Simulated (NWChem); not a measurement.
Species: C₃H₅ClF₂; SMILES C[C@H](F)[C@H](F)Cl

```xyz
11

C     -1.0248    -1.6989    -0.6449
C      0.2836    -1.0683    -0.2083
F      0.4507    -1.2224     1.1583
C      0.4064     0.4141    -0.5646
F      1.6501     0.8679    -0.2349
Cl    -0.8367     1.4052     0.2833
H     -1.8736    -1.1887    -0.1500
H     -1.0337    -2.7684    -0.3610
H     -1.1557    -1.6275    -1.7432
H      1.1479    -1.5633    -0.7127
H      0.2404     0.5689    -1.6526
```
Atoms are numbered in this order, from 1.

Program: NWChem. The geometry was optimised at PBE-D3(BJ)/def2-SVP. Total energies compare along this basis series because the functional is fixed.

| level | basis functions | energy (Ha) | highest occupied level (eV) | orbital gap (eV) | dipole (D) | relative time |
|---|---|---|---|---|---|---|
| PBE/3-21G | 68 | -772.7125 | -7.06 | 6.74 | 3.18 | 1 |
| PBE/pcseg-1 | 113 | -776.5989 | -7.43 | 6.65 | 3.24 | 4 |
| PBE/aug-pcseg-1 | 187 | -776.6223 | -7.46 | 6.49 | 3.14 | 10 |
| PBE/pcseg-2 | 254 | -776.8343 | -7.43 | 6.59 | 3.18 | 30 |
| PBE/def2-TZVPP | 267 | -776.8253 | -7.36 | 6.59 | 3.03 | 30 |

The last column is a rough cost ratio, cheapest run = 1.
